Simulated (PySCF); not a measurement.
Work out the structure from these simulated measurements.

Formula: C6H16BNO.

- UV, first state: lowest singlet excitation: 6.48 eV (191 nm, f = 0.007) [TDDFT B3LYP/def2-SVPD]
- Rotational structure: rotational constants A, B, C: 2.502, 1.156, 1.011 GHz [PBE0-D3(BJ)/def2-SVP]
- Triplet: lowest triplet excitation (Tamm–Dancoff): 6.42 eV [TDA B3LYP/def2-SVPD]
- 13C NMR: chemical shifts (computed TMS as zero) by class: 76.0 (1 C), 52.2 (1 C), 50.6 (1 C), 43.5 (1 C), 22.3 (1 C), 7.8 (1 C) ppm [GIAO HF/pcSseg-1]
- NMR, other nuclei: isotropic shieldings of nuclei other than C and H, by class: 119 (1 B), 208 (1 N), 335 (1 O) ppm [GIAO HF/pcSseg-1]
- Dipole: 4.27 D [B3LYP/def2-SVPD]
- UV, strongest line: among the 10 lowest singlet transitions: S3 at 7.03 eV (176 nm, f = 0.022) [TDDFT B3LYP/def2-SVPD]

Electronic properties: PySCF, gas phase, density fitting. Levels stand in brackets. The structure is a single PBE0-D3(BJ)/def2-SVP conformer in the gas phase; no vibrational or solvent corrections. NMR values are class means; diastereotopic atoms form classes of their own.

Task: Give a SMILES that accounts for the data.

Result: Numbering: `[CH3:1][O:2][CH2:3][N@@+:4]1([CH3:5])[BH2-:6][CH2:7][CH2:8][CH2:9]1`. 6 carbons fall into 6 classes; from least to most shielded: chain sp3 carbon bound to oxygen [C3] (76.0 ppm), ring sp3 carbon bound to nitrogen [C9] (52.2 ppm), methoxy carbon [C1] (50.6 ppm), N-methyl carbon [C5] (43.5 ppm), ring CH2 carbon [C8] (22.3 ppm), ring sp3 carbon bound to boron [C7] (7.8 ppm). The other shieldings belong to: 119 ppm, four-coordinate boron [B6]; 208 ppm, nitrogen bonded to B and 3 C [N4]; 335 ppm, ether oxygen [O2]. The optimised geometry has point group C1 and is an asymmetric top. Structure: `C[N@+]1(CCC[BH2-]1)COC`. The assignments are read from this structure; whether some other isomer fits the data as well wasn't checked. The mirror image fits equally.
